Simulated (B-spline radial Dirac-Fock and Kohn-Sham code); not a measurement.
**Two-hole binding energies of Ho¹¹⁺**

System: the Ho¹¹⁺ ion in the configuration [Kr] 4d10 4f8 5s2.

Method: multi-electron Dirac-Fock with separately optimised hole states, Breit and Lamb-shift corrections added in first order. Computed with an atomic code on a B-spline grid. U is the two-hole binding energy less the two single-hole energies, the effective repulsion of the holes after relaxation. Each two-hole energy is an average over J within one jj subconfiguration.

```
          holes  E(a) (eV)  E(b) (eV)  E(ab) (eV)  U (eV)
           1s⁻²    55834.8    55834.8    112879.9  1210.4
   1s⁻¹ 2p1/2⁻¹    55834.8     9136.3     65332.4   361.4
   1s⁻¹ 3p1/2⁻¹    55834.8     2143.1     58092.9   115.1
   1s⁻¹ 3d5/2⁻¹    55834.8     1570.4     57501.5    96.4
           2s⁻²     9619.0     9619.0     19441.6   203.6
   2s⁻¹ 2p1/2⁻¹     9619.0     9136.3     18949.0   193.7
   2s⁻¹ 2p3/2⁻¹     9619.0     8289.1     18091.9   183.8
   2s⁻¹ 3p1/2⁻¹     9619.0     2143.1     11854.2    92.2
   2p1/2⁻¹ 3s⁻¹     9136.3     2353.1     11578.4    89.0
   2s⁻¹ 3d3/2⁻¹     9619.0     1608.7     11324.4    96.7
2p1/2⁻¹ 3p3/2⁻¹     9136.3     1963.4     11190.5    90.9
3d3/2⁻¹ 3d5/2⁻¹     1608.7     1570.4      3255.0    76.0
        3d5/2⁻²     1570.4     1570.4      3215.2    74.5
        4d5/2⁻²      375.8      375.8           ?       ?
```

Question: Give the missing two-hole energy and U.

Answer: E(ab) = 784.5 eV and U = 32.8 eV.
